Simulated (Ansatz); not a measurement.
`[NH2][Hf]([F])([Cl])[Cl]` + HBr → `[NH2][Hf]([F])([Cl])[Br]` + HCl at 600 K and 1 bar (ligand exchange at the Hf–Cl bond).

Gas-phase electronic energies from Ansatz, PBE0-D4/def2-TZVP geometries. CCSD(T)/CBS is the MP2 limit (def2-TZVPP, def2-QZVPP) plus CCSD(T) − MP2 in def2-TZVPP, frozen cores. This one scheme is used for every species. def2 core potentials past Kr. For Br, Hf outer-core shells are correlated without core-valence functions, which leaves a few kJ/mol of doubt a bond. Scalar relativity is left out up to krypton. One conformer a species, not always the lowest.

```json
{"species": "`[NH2][Hf]([F])([Cl])[Cl]`", "CCSD(T)/CBS energy (Eh)": "-1123.44141", "H − E (kJ/mol)": "136.8", "S (J/(mol·K))": "478.1"}
{"species": "HBr", "CCSD(T)/CBS energy (Eh)": "-2573.91920", "H − E (kJ/mol)": "33.5", "S (J/(mol·K))": "219.1"}
{"species": "`[NH2][Hf]([F])([Cl])[Br]`", "CCSD(T)/CBS energy (Eh)": "-3236.98040", "H − E (kJ/mol)": "136.6", "S (J/(mol·K))": "489.3"}
{"species": "HCl", "CCSD(T)/CBS energy (Eh)": "-460.38127", "H − E (kJ/mol)": "35.4", "S (J/(mol·K))": "207.2"}
```

H − E and S are ideal-gas, rigid-rotor, harmonic terms from PBE0-D4/def2-TZVP, for one conformer and one mirror image of each species. 1 Eh = 2625.50 kJ/mol, R = 8.31446 J/(mol·K).

Q: By hand: ΔE, ΔH, ΔS and ΔG.

A: ΔE = (-3236.98040) + (-460.38127) − (-1123.44141) − (-2573.91920) = -0.00106 Eh = -2.8 kJ/mol. Δ(H − E) = 136.6 + 35.4 − 136.8 − 33.5 = 1.7, so ΔH = -1.1 kJ/mol. ΔS = 489.3 + 207.2 − 478.1 − 219.1 = -0.7 J/(mol·K). ΔG = -1.1 − 600 × (-0.7)/1000 = -0.7 kJ/mol.

Q: By hand: the equilibrium constant, and the temperature at which ΔG would vanish if ΔH and ΔS stayed fixed.

A: log₁₀ K = −ΔG/(RT ln 10) = 0.1. ΔG = 0 at ΔH/ΔS = 1571 K, though so small a ΔH makes that figure unsure.

TΔS isn't small against ΔH here. The sign of ΔG lies within the doubt. A doubt of 5 kJ/mol in ΔE shifts log₁₀ K by 0.4 here. Other conformers and mirror images would add mixing entropy, several J/(mol·K) or more a flexible species. These are equilibria of isolated gas molecules and say nothing of rates. Largest T1 diagnostic: 0.014 (customary marks: 0.02 for closed shells, 0.045 for open ones).
